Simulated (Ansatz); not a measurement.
Start from `CO[SiH3]` and change one atom or group to get `CN[SiH2]OC`.

Ansatz, PBE0-D4/def2-TZVP geometries, multiplicity 1. Each molecule was computed in one conformer, which needn't be the lowest.

```json
{"property": "size of the dipole moment (B3LYP/def2-TZVPP) / D", "`CO[SiH3]`": "1.10"}
{"property": "LUMO energy (B3LYP/def2-TZVPP) / eV", "`CO[SiH3]`": "0.06"}
{"property": "LUMO energy (ωB97M-V/def2-TZVPP) / eV", "`CO[SiH3]`": "1.95"}
{"property": "size of the dipole moment (ωB97M-V/def2-TZVPP) / D", "`CO[SiH3]`": "1.12"}
{"property": "size of the dipole moment (PBE/def2-TZVPP) / D", "`CO[SiH3]`": "1.04"}
{"property": "HOMO energy (PBE0/def2-TZVPP) / eV", "`CO[SiH3]`": "-8.19"}
```

Question: What does the change do to each property? (Best estimate.)

Answer: The calculation gave: 
```tsv
property	`CN[SiH2]OC`	shift
size of the dipole moment (B3LYP/def2-TZVPP) / D	1.91	0.81
LUMO energy (B3LYP/def2-TZVPP) / eV	0.51	0.45
LUMO energy (ωB97M-V/def2-TZVPP) / eV	2.27	0.32
size of the dipole moment (ωB97M-V/def2-TZVPP) / D	1.93	0.81
size of the dipole moment (PBE/def2-TZVPP) / D	1.89	0.85
HOMO energy (PBE0/def2-TZVPP) / eV	-6.94	1.25
```

With PBE0 the HOMO rises by 1.25 eV and the LUMO rises by 0.51 eV, so the gap narrows by about 0.74 eV. PBE moves the HOMO by 1.10 eV and ωB97M-V by 1.25 eV. Dipoles are sizes alone; their direction can turn.

B3LYP here is the variant with VWN-RPA as its local correlation; programs differ in this.
